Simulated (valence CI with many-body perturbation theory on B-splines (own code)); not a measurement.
Questions on Ru XXIV

Level of theory: relativistic CI+MBPT: three valence electrons over a frozen Dirac-Fock core [Ar], a basis of 7 s, 7 p, 8 d, 6 f, 4 g, 1 h functions for each j, with the one-electron correlation potential Σ1 (screened to all orders), the two-electron term Σ2, the three-electron term Σ3, Breit, model QED; selected single and double excitations, second order for the rest, scaled by the run's own slope (own B-spline code, finite nucleus).

No measured spectrum was set against this ion. As an estimate, terms of the open shell hold to 2 to 4 % of their energy, and close levels can change places. Only levels of the ground parity were solved; by the run's estimate the other parity begins above the list, which can be wrong where configurations are misplaced.

Names give the largest LS component (configuration and term), which can be under half, so a name can repeat, a term be missing and a line seem to break the LS rules; names also repeat where a configuration has a term twice.

Rates and lifetimes use the calculated energies. Strong lines usually hold to 10 to 20 %, long lifetimes can be off by a factor of two.

Task: What is the ground level?

Result: 3d3 4F_3/2, composition 86 % 3d3 4F + 12 % 3d3 2D, g = 0.464.

Task: What is the ionisation energy?

Result: 1116 eV; NIST lists 1115 ± 4 eV (theoretical).

Task: How well does LS coupling describe the low levels?

Result: Among the lowest 19 levels the leading LS term, summed over configurations, holds 79 % on average. For single configurations the figures are 79 % in LS and 74 % in jj coupling. Terms mix most in the J = 3/2 level at 14.664 eV, where the leading one holds 48 %.

Task: How is the term 4F of the ground level split?

Result: J = 3/2 at 0.000, J = 5/2 at 2.892, J = 7/2 at 5.341, J = 9/2 at 7.123 eV.
